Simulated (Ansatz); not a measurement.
Total energies of [closo-B5H5]2- (B₅H₅²⁻) from Ansatz at PBE-D4/def2-TZVPD, gas phase (1 Eh = 27.2114 eV = 2625.5 kJ/mol). The reference geometry is relaxed at PBE0-D4/def2-SVPD.

```tsv
atom	x (Å)	y (Å)	z (Å)
B1	-0.594	0.869	-0.004
B2	0.066	-0.596	-0.865
B3	-1.033	-0.705	0.408
B4	1.034	0.705	-0.407
B5	0.529	-0.273	0.869
H6	-1.291	1.888	-0.009
H7	0.142	-1.295	-1.879
H8	-1.995	-1.361	0.787
H9	1.995	1.362	-0.786
H10	1.148	-0.592	1.887
```

```
            state                      geometry  energy (Eh)
charge -2 singlet                     reference   -126.97462
charge -1 doublet                     reference   -127.06765
charge -1 doublet  relaxed at PBE0-D4/def2-SVPD   -127.07687
```

A multiply charged anion in the gas phase is held together partly by the finite basis. Removing one electron lowers the energy by 2.60 eV at PBE0-D4/def2-TZVPD, so it isn't bound.

Problem. Work out the vertical ionisation energy to the doublet.

Solution. E(charge -1 doublet) − E(charge -2 singlet) = -127.06765 − (-126.97462) = -0.09303 Eh = -2.53 eV. For comparison, −ε of the highest occupied level is -5.02 eV at this level, 2.49 eV less.

Problem. How much does the charge -1 doublet relax, and what is the adiabatic ionisation energy?

Solution. Relaxation: -127.06765 − (-127.07687) = 0.00922 Eh = 0.25 eV. Adiabatic ionisation energy: -0.10225 Eh = -2.78 eV, without zero-point energy. 

At PBE-D4/def2-TZVPD the highest occupied level of the charge -2 singlet lies above zero (up to 5.02 eV). By energy differences it is unbound by 2.53 eV (vertical, against the charge -1 doublet, at PBE-D4/def2-TZVPD) and held by the finite basis.
